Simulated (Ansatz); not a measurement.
Species: arylazopyrazole, Z form `Cc1nn(C)c(C)c1/N=N\c1ccccc1` (charge 0, multiplicity 1).

Give a relaxed geometry from B3LYP-D3(BJ)/def2-SVP (Ansatz, an electronic-structure program).

One answer among several that fit: the end point of this relaxation, one of several conformers (outside a Z-matrix the atoms follow the SMILES, hydrogens last).
Z-matrix (Å, degrees):
```
C
N 1 1.3598
N 2 1.3542 1 113.31
C 3 1.3250 2 105.79 1 -0.94
C 1 1.4046 2 105.09 3 -0.38
N 5 1.3999 1 132.22 2 172.76
N 6 1.2506 5 124.72 1 42.42
C 7 1.4224 6 123.78 5 11.18
C 8 1.4031 7 117.55 6 -139.17
H 9 1.0919 8 118.47 7 5.01
C 9 1.3949 10 121.26 8 -179.63
H 11 1.0927 9 119.71 10 0.75
C 11 1.3985 12 120.09 9 178.91
H 13 1.0923 11 120.25 12 0.15
C 13 1.4001 14 120.17 11 178.97
H 15 1.0929 13 119.97 14 -0.50
C 15 1.3943 16 119.47 13 179.90
H 17 1.0906 15 120.42 16 0.17
C 2 1.4468 3 119.20 4 175.55
H 19 1.0960 2 107.03 3 11.43
H 19 1.1005 20 109.42 2 -120.30
H 19 1.1027 20 109.03 21 -119.00
C 1 1.4900 2 122.98 3 176.05
H 23 1.0972 1 110.18 2 -149.20
H 23 1.1002 24 108.08 1 -122.07
H 23 1.1029 24 106.87 25 -116.46
C 4 1.4924 3 122.80 2 179.88
H 27 1.0986 4 110.23 3 19.24
H 27 1.1006 28 109.85 4 -121.45
H 27 1.1031 28 108.13 29 -116.44
```
